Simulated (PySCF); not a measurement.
C2H5S (SMILES CC[S]), doublet, geometry from GFN2-xTB; DF-CAMB3LYP/def2-SVP (PySCF).

Input for PySCF:
```python
from pyscf import gto, scf, dft

mol = gto.M(
    atom='''
C     1.48255365    0.65932309   -0.01655837
C    -0.03154429    0.78395239    0.00248490
S    -0.84471660   -0.82371473    0.00823708
H    -0.37104627    1.31200621    0.89543533
H    -0.39297317    1.31674827   -0.87896880
H     1.93395512    1.64948226   -0.01949031
H     1.83064329    0.11841436    0.86042594
H     1.80883038    0.12313177   -0.90475459
''',
    basis='def2-svp',
    spin=1,
    verbose=4,
)

mf = dft.UKS(mol)
mf.xc = 'camb3lyp'
mf = mf.density_fit(auxbasis='def2-universal-jkfit')
mf.kernel()
```

What the program printed (banner, timings and long lists left out):

```
PySCF version 2.14.0

[INPUT] verbose = 4
[INPUT] num. atoms = 8
[INPUT] num. electrons = 33
[INPUT] charge = 0
[INPUT] spin (= nelec alpha-beta = 2S) = 1
[INPUT] symmetry False subgroup None
[INPUT] Mole.unit = angstrom
[INPUT] Symbol           X                Y                Z      unit          X                Y                Z       unit  Magmom
[INPUT]  1 C      1.482553650000   0.659323090000  -0.016558370000 AA    2.801620363474   1.245940067702  -0.031290784369 Bohr   0.0
[INPUT]  2 C     -0.031544290000   0.783952390000   0.002484900000 AA   -0.059610068894   1.481455311798   0.004695780447 Bohr   0.0
[INPUT]  3 S     -0.844716600000  -0.823714730000   0.008237080000 AA   -1.596283026874  -1.556595244470   0.015565825266 Bohr   0.0
[INPUT]  4 H     -0.371046270000   1.312006210000   0.895435330000 AA   -0.701175829841   2.479332410629   1.692127535960 Bohr   0.0
[INPUT]  5 H     -0.392973170000   1.316748270000  -0.878968800000 AA   -0.742611665602   2.488293605295  -1.661010304038 Bohr   0.0
[INPUT]  6 H      1.933955120000   1.649482260000  -0.019490310000 AA    3.654645514000   3.117069718729  -0.036831347983 Bohr   0.0
[INPUT]  7 H      1.830643290000   0.118414360000   0.860425940000 AA    3.459414449873   0.223770709616   1.625969377071 Bohr   0.0
[INPUT]  8 H      1.808830380000   0.123131770000  -0.904754590000 AA    3.418194023993   0.232685322533  -1.709738385043 Bohr   0.0

nuclear repulsion = 98.6266288562805
number of shells = 35
number of NR pGTOs = 119
number of NR cGTOs = 71
basis = def2-svp
ecp = {}

******** <class 'pyscf.df.df_jk.DFUKS'> ********
method = DFUKS
initial guess = minao
damping factor = 0
level_shift factor = 0
DIIS = <class 'pyscf.scf.diis.CDIIS'>
diis_start_cycle = 1
diis_space = 8
diis_damp = 0
SCF conv_tol = 1e-09
SCF conv_tol_grad = None
SCF max_cycles = 50
direct_scf = False
number electrons alpha = 17  beta = 16
XC library pyscf.dft.libxc version 7.1.2
    S. Lehtola, C. Steigemann, M. J. T. Oliveira, and M. A. L. Marques,  SoftwareX 7, 1–5 (2018)
XC functionals = camb3lyp
    T. Yanai, D. P. Tew, and N. C. Handy,  Chem. Phys. Lett. 393, 51 (2004)
radial grids:
    Treutler-Ahlrichs [JCP 102, 346 (1995); DOI:10.1063/1.469408] (M4) radial grids

becke partition: Becke, JCP 88, 2547 (1988); DOI:10.1063/1.454033
pruning grids: <function nwchem_prune>
grids dens level: 3
symmetrized grids: False
atomic radii adjust function: <function treutler_atomic_radii_adjust>
small_rho_cutoff = 0
Set gradient conv threshold to 3.16228e-05
tot grids = 96160
******** <class 'pyscf.df.df.DF'> ********
auxbasis = def2-universal-jkfit
Create RSH-DF object <pyscf.df.df.DF object> for omega=0.33
******** <class 'pyscf.df.df.DF'> ********
auxbasis = auxmol.basis = def2-universal-jkfit
init E= -477.212170688833

cycle= 1 E= -477.123477809398  delta_E= 0.0887  |g|= 0.153  |ddm|= 1.92
cycle= 2 E= -477.137127564652  delta_E= -0.0136  |g|= 0.117  |ddm|= 0.383
cycle= 3 E= -477.14436364591  delta_E= -0.00724  |g|= 0.0217  |ddm|= 0.154
cycle= 4 E= -477.144849481966  delta_E= -0.000486  |g|= 0.0103  |ddm|= 0.0378
cycle= 5 E= -477.144949413098  delta_E= -9.99e-05  |g|= 0.00326  |ddm|= 0.0167
cycle= 6 E= -477.144962386362  delta_E= -1.3e-05  |g|= 0.00133  |ddm|= 0.00578
cycle= 7 E= -477.14496437744  delta_E= -1.99e-06  |g|= 0.000277  |ddm|= 0.00282
cycle= 8 E= -477.144964486619  delta_E= -1.09e-07  |g|= 8e-05  |ddm|= 0.000697
cycle= 9 E= -477.144964494125  delta_E= -7.51e-09  |g|= 2.34e-05  |ddm|= 0.000191
cycle= 10 E= -477.144964494967  delta_E= -8.42e-10  |g|= 7.2e-06  |ddm|= 7.2e-05
Extra cycle  E= -477.144964495048  delta_E= -8.16e-11  |g|= 3.76e-06  |ddm|= 1.95e-05
converged SCF energy = -477.144964495048  <S^2> = 0.75287652  2S+1 = 2.0028745
```
